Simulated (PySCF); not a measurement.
## Spinor energies of Te²⁺ (tellurium, charge +2)

Start: [Kr] 4d10 5s2 5p2; 5p1/2 filled at m_j = -1/2, +1/2. Calculated with PySCF 2.14 in x2c-QZVPPall-2c: generalised Hartree-Fock with the X2C-1e Hamiltonian and a Gaussian nucleus; one run each with spin-orbit coupling (SO) switched off, then screened by Boettger's factors.

| spinor shell | electrons | ε, spin-free (eV) | ε, screened SO (eV) | weight of nominal j (screened SO) | rms radius, screened SO (bohr) |
| --- | --- | --- | --- | --- | --- |
| 1s1/2 | 2 | -31993.0 | -31989.8 | 1.000 | 0.0318 |
| 2s1/2 | 2 | -5020.3 | -5019.2 | 1.000 | 0.130 |
| 2p1/2 | 2 | -4501.5 | -4692.2 | 1.000 | 0.112 |
| 2p3/2 | 4 | -4501.5 | -4414.9 | 1.000 | 0.117 |
| 3s1/2 | 2 | -1056.5 | -1056.0 | 1.000 | 0.343 |
| 3p1/2 | 2 | -883.73 | -920.22 | 1.000 | 0.335 |
| 3p3/2 | 4 | -883.73 | -866.74 | 1.000 | 0.347 |
| 3d3/2 | 4 | -623.27 | -629.49 | 1.000 | 0.320 |
| 3d5/2 | 6 | -623.27 | -618.46 | 1.000 | 0.323 |
| 4s1/2 | 2 | -212.85 | -212.51 | 1.000 | 0.814 |
| 4p1/2 | 2 | -156.72 | -163.74 | 1.000 | 0.857 |
| 4p3/2 | 4 | -156.72 | -153.11 | 1.000 | 0.888 |
| 4d3/2 | 4 | -72.486 | -73.280 | 1.000 | 1.04 |
| 4d5/2 | 6 | -72.486 | -71.491 | 1.000 | 1.05 |
| 5s1/2 | 2 | -37.022 | -36.896 | 1.000 | 2.14 |
| 5p1/2 | 2 | -27.262 | -26.736 | 1.000 | 2.47 |

| quantity | spin-free | screened SO |
| --- | --- | --- |
| E (hartree) | -6789.09059 | -6790.99723 |
| M_J | 0 | 0 |
| ⟨J²⟩ | 2.009 | 0.000 |
| ⟨L²⟩ | 2.006 | 1.352 |
| ⟨S²⟩ | 2.003 | 1.352 |

Breit and QED terms are absent; they matter most for the inner s and p1/2 levels.

Densities and radii are taken from the X2C orbitals without a picture-change correction, which distorts them close to the nucleus.

Without spin-orbit coupling the j labels of p, d and f shells carry no meaning; the spin-free column gives the mean over the occupied spinors of each nl shell.
